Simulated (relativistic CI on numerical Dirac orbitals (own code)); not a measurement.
# Line list: Electric-dipole lines, Cr VI

Calculated at this level of theory: Dirac-Coulomb-Breit CI, separate exchange-only KLI orbitals for each configuration, QED by a radiative potential, valence Slater integrals scaled by 0.85, P86 correlation energy added to each configuration (own radial code, finite nucleus).

Configuration list (outside the closed core [Ne]): 3s2 3p6 3d, 3s2 3p5 3d2, 3s2 3p6 4s, 3s2 3p6 4p, 3s 3p6 3d2, 3s2 3p6 4d, 3s2 3p6 5s, 3s2 3p6 4f, 3s2 3p6 5p, 3s2 3p6 5d, 3s2 3p6 6s, 3s2 3p6 5f, 3s2 3p6 5g, 3s2 3p6 6p, 3s2 3p6 6d, 3s2 3p5 3d 4s, 3s2 3p6 7s, 3s2 3p6 7p, 3s2 3p5 3d 4p, 3s2 3p5 3d 4d, 3s2 3p5 3d 5s, 3s2 3p5 3d 4f, 3p6 3d3, 3p5 3d4. Double excitations out of closed p, d and f shells are left out; levels of such configurations are missing from the list, as are those of other unlisted configurations, and high levels can miss mixing partners. These lack a partner that the ground configuration has and come out too high: 3s2 3p5 3d 4s, 3s2 3p5 3d 4p, 3s2 3p5 3d 4d, 3s2 3p5 3d 5s, 3s2 3p5 3d 4f.

```tsv
λ vac (Å)	Lower	Upper	A (s⁻¹)	gf	Branching (%)
165.88	3s2 3p6 3d 2D_3/2 [1]	3s2 3p5 3d 4s 2F°_5/2 [77]	1.98e+10	4.91e-01	94.7
167.21	3s2 3p6 3d 2D_5/2 [2]	3s2 3p5 3d 4s 2F°_7/2 [76]	1.79e+10	6.01e-01	100.0
173.57	3s2 3p6 3d 2D_3/2 [1]	3s2 3p6 5f 2F°_5/2 [61]	5.22e+10	1.42e+00	90.9
173.83	3s2 3p6 3d 2D_5/2 [2]	3s2 3p6 5f 2F°_7/2 [62]	5.66e+10	2.05e+00	97.7
198.19	3s2 3p6 3d 2D_3/2 [1]	3s2 3p5 3d2 2D°_3/2 [57]	2.99e+11	7.03e+00	91.0
198.43	3s2 3p6 3d 2D_3/2 [1]	3s2 3p5 3d2 2D°_5/2 [56]	1.74e+10	6.18e-01	5.4
198.55	3s2 3p6 3d 2D_5/2 [2]	3s2 3p5 3d2 2D°_3/2 [57]	2.95e+10	6.99e-01	9.0
198.79	3s2 3p6 3d 2D_5/2 [2]	3s2 3p5 3d2 2D°_5/2 [56]	3.08e+11	1.10e+01	94.6
201.51	3s2 3p6 3d 2D_5/2 [2]	3s2 3p5 3d2 2P°_3/2 [55]	9.54e+10	2.32e+00	90.8
201.72	3s2 3p6 3d 2D_3/2 [1]	3s2 3p6 5p 2P°_1/2 [54]	7.70e+10	9.40e-01	98.1
203.65	3s2 3p6 3d 2D_5/2 [2]	3s2 3p6 5p 2P°_3/2 [53]	1.36e+11	3.37e+00	89.4
203.75	3s2 3p6 3d 2D_3/2 [1]	3s2 3p5 3d2 2P°_1/2 [51]	1.75e+11	2.18e+00	99.0
203.77	3s2 3p6 3d 2D_3/2 [1]	3s2 3p6 4f 2F°_5/2 [50]	1.10e+11	4.09e+00	93.5
203.87	3s2 3p6 3d 2D_5/2 [2]	3s2 3p6 4f 2F°_7/2 [52]	1.21e+11	6.01e+00	97.9
222.31	3s2 3p6 3d 2D_5/2 [2]	3s2 3p5 3d2 2F°_7/2 [48]	6.11e+10	3.62e+00	99.9
223.29	3s2 3p6 3d 2D_3/2 [1]	3s2 3p5 3d2 2F°_5/2 [47]	6.25e+10	2.80e+00	95.2
314.53	3s2 3p5 3d2 4D°_7/2 [9]	3s2 3p5 3d 4p 4P_5/2 [102]	8.16e+09	7.26e-01	43.1
318.90	3s2 3p5 3d2 4D°_5/2 [8]	3s 3p6 3d2 4F_7/2 [95]	5.55e+09	6.77e-01	14.4
319.70	3s2 3p5 3d2 4D°_7/2 [9]	3s 3p6 3d2 4F_9/2 [97]	6.36e+09	9.75e-01	16.3
322.69	3s2 3p5 3d2 2H°_11/2 [27]	3s 3p6 3d2 2G_9/2 [134]	1.85e+10	2.88e+00	56.5
328.34	3s2 3p5 3d2 2H°_9/2 [30]	3s 3p6 3d2 2G_7/2 [133]	1.38e+10	1.79e+00	39.0
330.84	3s2 3p6 3d 2D_5/2 [2]	3s2 3p6 4p 2P°_3/2 [5]	9.67e+09	6.35e-01	83.4
331.17	3s2 3p5 3d2 2F°_7/2 [28]	3s 3p6 3d2 2D_5/2 [131]	1.67e+10	1.65e+00	47.7
331.79	3s2 3p6 3d 2D_3/2 [1]	3s2 3p6 4p 2P°_1/2 [4]	1.07e+10	3.53e-01	93.1
334.29	3s2 3p5 3d2 4G°_11/2 [10]	3s 3p6 3d2 4F_9/2 [97]	2.00e+10	3.35e+00	51.3
336.34	3s2 3p5 3d2 4G°_9/2 [11]	3s 3p6 3d2 4F_7/2 [95]	1.95e+10	2.65e+00	50.5
337.00	3s2 3p5 3d2 2H°_11/2 [27]	3s2 3p5 3d 4p 2G_9/2 [127]	1.12e+10	1.90e+00	79.9
338.48	3s2 3p5 3d2 4G°_7/2 [12]	3s 3p6 3d2 4F_5/2 [94]	1.94e+10	2.00e+00	50.7
340.55	3s2 3p5 3d2 4G°_5/2 [14]	3s 3p6 3d2 4F_3/2 [93]	2.05e+10	1.43e+00	53.8
348.80	3s2 3p5 3d2 4F°_9/2 [19]	3s 3p6 3d2 4F_9/2 [97]	9.69e+09	1.77e+00	24.9
350.26	3s2 3p5 3d2 4F°_7/2 [20]	3s 3p6 3d2 4F_7/2 [95]	8.25e+09	1.21e+00	21.4
615.82	3s2 3p6 4p 2P°_3/2 [5]	3s2 3p6 5s 2S_1/2 [49]	5.38e+09	6.12e-01	66.7
939.06	3s2 3p6 4p 2P°_1/2 [4]	3s2 3p6 4d 2D_3/2 [43]	3.67e+09	1.94e+00	83.8
952.87	3s2 3p6 4p 2P°_3/2 [5]	3s2 3p6 4d 2D_5/2 [44]	4.25e+09	3.47e+00	99.9
1152.5	3s2 3p6 4f 2F°_5/2 [50]	3s2 3p6 5g 2G_7/2 [64]	4.34e+09	6.91e+00	77.3
1161.1	3s2 3p6 4f 2F°_7/2 [52]	3s2 3p6 5g 2G_9/2 [65]	4.35e+09	8.79e+00	77.5
1200.5	3s2 3p6 4d 2D_5/2 [44]	3s2 3p6 4f 2F°_7/2 [52]	2.58e+09	4.46e+00	2.1
1206.6	3s2 3p6 4d 2D_3/2 [43]	3s2 3p6 4f 2F°_5/2 [50]	2.44e+09	3.20e+00	2.1
1412.6	3s2 3p6 4s 2S_1/2 [3]	3s2 3p6 4p 2P°_3/2 [5]	8.63e+08	1.03e+00	7.4
1432.9	3s2 3p5 3d 4s 4F°_9/2 [72]	3s2 3p5 3d 4p 4G_11/2 [109]	1.01e+09	3.71e+00	21.8
1448.7	3s2 3p6 4s 2S_1/2 [3]	3s2 3p6 4p 2P°_1/2 [4]	7.98e+08	5.02e-01	6.9
2110.6	3s2 3p6 5p 2P°_3/2 [53]	3s2 3p6 5d 2D_5/2 [59]	6.76e+08	2.71e+00	44.1
2707.9	3s2 3p6 5d 2D_3/2 [58]	3s2 3p6 5f 2F°_5/2 [61]	8.36e+08	5.51e+00	1.5
2712.1	3s2 3p6 5d 2D_5/2 [59]	3s2 3p6 5f 2F°_7/2 [62]	8.92e+08	7.87e+00	1.5
4229.7	3s2 3p6 6p 2P°_3/2 [68]	3s2 3p6 6d 2D_5/2 [79]	3.67e+08	5.91e+00	30.5
```

Terms are leading LS components. Brackets give the number of a level in order of energy, since labels repeat. The list gives strong lines, with weight on those to low levels, without lines whose two gauges differ by over a factor of 2.5, among the lowest 168 of 606 levels, so that lines to higher ones, which can be the strongest, are missing, and without 5 lines that miss the measured interval by over 7 %, start from a term whose rates miss tabulated ones by over 60 %, have gauges far apart or, lacking measured levels, span too small a gap for the errors found; lines with a level outside our table were not tested and can miss by more. Levels whose partners in the same complex of configurations lie outside the list can be far off, and so can their lines. Rates are taken at the computed energies, electric ones in the length gauge.

At this charge configurations can still be misplaced by up to about 7 % of their energy. 33 of the 51 excited levels that our extract of the measured tables holds in this range could be paired (the sources list more); they are missed by 6490 cm⁻¹ on average and 8915 at most, and levels without a partner can miss by more.

LS names give the leading component of a level, which can be under half, so a name can repeat, a term be missing and a line seem to break the LS rules.
